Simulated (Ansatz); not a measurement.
Correlation energies of ClH2O2Si, SMILES `O[Si](O)Cl` radical by basis set

```xyz
6

O     0.622    1.224   -0.552
Si    0.162    0.009    0.435
O    -1.459   -0.043    0.247
Cl    1.035   -1.787   -0.140
H     1.565    1.360   -0.666
H    -1.925   -0.763    0.676
```

Charge 0, multiplicity 2. All single points use the PBE0-D4/def2-TZVP geometry. It is one conformer, not always the lowest. Frozen core, unrestricted reference, Ansatz 0.2.0. CBS rows extrapolate triple and quadruple zeta; past MP2 they add the triple-zeta difference.

```
     basis     HF (Eh)  MP2 corr.  CCSD corr.       (T)  CCSD(T) total
  def2-SVP  -899.06768   -0.57840    -0.60380  -0.01286     -899.68434
def2-TZVPP  -899.54000   -0.76266    -0.78615  -0.03016     -900.35631
def2-QZVPP  -899.57004   -0.83097           –         –              –
 CBS(def2)  -899.57417   -0.88157    -0.90507     as TZ     -900.50940
```
